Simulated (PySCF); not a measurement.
Atom-mapped SMILES (the numbers label the heavy atoms): `[CH2:1]=[CH:2][C:3](=[CH2:4])[CH2:5][O:6][CH3:7]` (H(Xn): hydrogen on atom n). Ha(C4) is cis to C2; Ha(C1) is cis to C3; Hb(C4) is trans to C2; Hb(C1) is trans to C3.

GIAO PBE0/pcSseg-1 shifts (PySCF, gas phase, non-relativistic, equivalent atoms averaged), each against references optimised in the same way as the molecule (TMS, H2O).

On the GFN2-xTB geometry: C3 149.3, C2 145.8, C4 124.6, C1 116.3, C5 75.7, C7 61.3, O6 14.3, H(C2) 6.69, Hb(C4) 5.88, Ha(C4) 5.51, Hb(C1) 5.26, Ha(C1) 5.14, H(C5) 4.15, H(C7) 3.67 ppm.

**Question.** What changes on the PBE0-D3(BJ)/def2-SVP geometry?

**Answer.** 
```tsv
atoms	δ (ppm)	change
C3	148.7	-0.6
C2	145.7	-0.1
C4	124.9	+0.3
C1	116.9	+0.6
C5	72.2	-3.5
C7	59.0	-2.3
O6	10.3	-4.0
H(C2)	6.52	-0.17
Hb(C4)	5.87	-0.01
Ha(C4)	5.41	-0.10
Hb(C1)	5.19	-0.07
Ha(C1)	5.09	-0.05
H(C5)	3.83	-0.32
H(C7)	3.42	-0.25
```

Bonds between heavy atoms that differ most (equivalent bonds averaged): C5–O6 1.407 → 1.391 Å, C1–C2 1.328 → 1.341 Å, C3–C4 1.331 → 1.342 Å, O6–C7 1.401 → 1.391 Å, C2–C3 1.456 → 1.463 Å. Mean change of bonds to hydrogen: C–H +0.013 Å.
